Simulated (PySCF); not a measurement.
ORD: `CC=C=C=C=C(C)C#N`, C8H7N

Cartesian coordinates in Å; atom numbers follow the order of the lines, from 1:
```xyz
16

C     3.7011   -0.6309    0.0050
C     2.7021    0.2991    0.6175
C     1.3955    0.2018    0.4923
C     0.1212    0.0996    0.3628
C    -1.1454    0.0067    0.2324
C    -2.4657   -0.0992    0.1056
C    -3.3371   -0.8872    1.0487
C    -3.1053    0.5687   -0.9881
N    -3.6557    1.0970   -1.8630
H     4.3220   -1.0969    0.7875
H     3.2150   -1.4242   -0.5774
H     4.3853   -0.0759   -0.6574
H     3.0911    1.1329    1.2189
H    -3.8616   -1.6904    0.5076
H    -4.1029   -0.2371    1.4997
H    -2.7319   -1.3326    1.8478
```

Theory: TDDFT CAM-B3LYP/aug-cc-pVDZ circular dichroism and optical rotation, one conformer, gas phase (PySCF 2.14.0). Geometry: PBE0-D3(BJ)/def2-SVP.

No stereocentre is labelled: unless the shape is locked (an allene, a helicene, a hindered biaryl), the mirror image is equally populated and a measured rotation or CD is zero.

(1) Give the optical rotatory dispersion at 633, 589.3, 546, 436, 405 nm.

Results:

(1) [α] in deg dm⁻¹ (g/mL)⁻¹:
```tsv
λ (nm)	origin-invariant length gauge	modified velocity gauge	length gauge (centre of mass)	isotropic polarisability (au)
633	-142.5	-140.2	-141.4	146.3
589.3	-169.6	-166.8	-168.2	148.1
546	-205.2	-201.9	-203.6	150.6
436	-375.3	-368.9	-372.4	161.9
405	-462.7	-454.6	-459.0	167.9
```

The shortest wavelength is close to the first absorption, where this undamped response comes out too large.

Problem. And for the mirror image at 589.3 nm?

Solution. +169.6 deg dm⁻¹ (g/mL)⁻¹ (origin-invariant length gauge): the same size and the opposite sign.

Problem. What is the molar rotation [Φ] = [α]·M/100 of the geometry above at 589.3 nm?

Solution. With M = 117.15 g/mol, -198.6 deg cm² dmol⁻¹ (origin-invariant length gauge).

The first excitation lies at 3.52 eV (352 nm) with R = +0.1 × 10⁻⁴⁰ esu² cm² (velocity form).
